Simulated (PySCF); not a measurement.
Telling isomers of C8H14N2 apart by NMR

Single conformer, no solvent, relativity neglected, equivalent nuclei averaged. GFN2-xTB structure; PBE0/pcSseg-1 with gauge-including orbitals; PySCF.

δ = σ(ref) − σ, references computed at the same level: $^{1}$H (31.72 ppm), $^{13}$C (186.93 ppm) against TMS. Where no couplings were computed, multiplicities follow the n + 1 count of equivalent neighbours, and m marks all less simple cases (inequivalent or close neighbours, rings, F or P nearby). Shifts are as computed. Against solution values, carbons near 30 ppm lie about +3 ppm off and those near 130 ppm about +5 ppm. Of 1211 compounds with measured shifts, 218 miss one by over three times the rms of a fit or turn the order of signals round; such compounds aren't used in these exercises.

(1) Tabulate the signals of `C=C/C(C)=N\N=C/C(C)C`, `C[C@H]1C=NN(C2CCC2)C1` and their relative energies.

(2) What is the quickest way to tell C=C/C(C)=N\N=C/C(C)C from C[C@H]1C=NN(C2CCC2)C1?

## Answers

(1) 
```tsv
SMILES	carbon types	δC	δH	E rel. (kcal/mol)
C=C/C(C)=N\N=C/C(C)C	1×C 3×CH 1×CH2 3×CH3	136.3, 134.6, 131.3, 124.0, 31.0, 22.2, 21.7	6.53 (m, 1H), 6.09 (d, 1H), 5.64 (m, 1H), 5.55 (m, 1H), 2.20 (m, 1H), 2.14 (s, 3H), 1.03 (d, 6H)	7.3
C[C@H]1C=NN(C2CCC2)C1	3×CH 4×CH2 1×CH3	138.9, 58.9, 58.3, 45.5, 29.7, 26.4, 22.7, 15.5	6.00 (d, 1H), 3.82 (m, 1H), 3.23 (m, 1H), 3.17 (m, 1H), 2.92 (m, 1H), 2.25 (m, 1H), 2.05 (m, 1H), 2.04 (m, 1H), 2.00 (m, 1H), 1.93 (m, 1H), 1.92 (m, 1H), 1.14 (d, 3H)	0.0
```

Energies are electronic energies at PBE0/pcSseg-1 on these geometries, without zero-point or thermal terms, each for the one conformer computed, which needn't be the lowest.

(2) Count the carbon signals: 7 against 8. The first has a C=N carbon (C) at 131.3 ppm, the second an sp3 CH2 bonded to N at 58.9 ppm. Their most deshielded carbons lie at 136.3 and 138.9 ppm. In the proton spectra the most deshielded non-exchanging signals are 6.53 (m, 1H) and 6.00 (d, 1H).
